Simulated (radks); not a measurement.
Values are calculated unless marked as measured or tabulated.
Valence configurations of Zn I (all share [Ar]). Level of theory: Dirac Kohn-Sham, PBE, spin-unpolarised, spherical densities, point nucleus; open shells are shared between the two j in proportion to 2j + 1 (a radial shooting solver on a logarithmic mesh with Libxc functionals). Energies are relative to 3d10 4s2; eigenvalues in eV.

valence,E (eV),e(3d3/2),e(3d5/2),e(4p1/2),e(4p3/2),e(4s1/2)
3d10 4s2,0.000,-10.354,-9.998,-,-,-5.978
3d10 4s1 4p1,5.086,-12.558,-12.200,-2.152,-2.076,-7.401
3d10 4s1.5 4p0.5,2.486,-11.528,-11.171,-1.705,-1.637,-6.752
3d9 4s1 4p2,18.457,-20.214,-19.826,-3.416,-3.294,-9.692
3d8 4s2 4p2,31.438,-27.036,-26.619,-3.981,-3.825,-10.971
3d10 4s0.5 4p1.5,7.780,-13.500,-13.141,-2.555,-2.471,-7.973
3d9 4s2 4p1,12.243,-18.425,-18.039,-2.666,-2.560,-8.656
3d9.5 4s1 4p1.5,10.971,-16.288,-15.915,-2.795,-2.696,-8.572
3d8.5 4s1 4p2.5,27.651,-24.328,-23.925,-4.024,-3.879,-10.776
3d9 4s1.5 4p1.5,15.313,-19.346,-18.959,-3.055,-2.941,-9.197

NIST lists [Ar] 3d10 4s2 as the ground configuration; this level of theory agrees among the configurations tried. The energies are those of spherical spin-averaged densities, not of single terms.
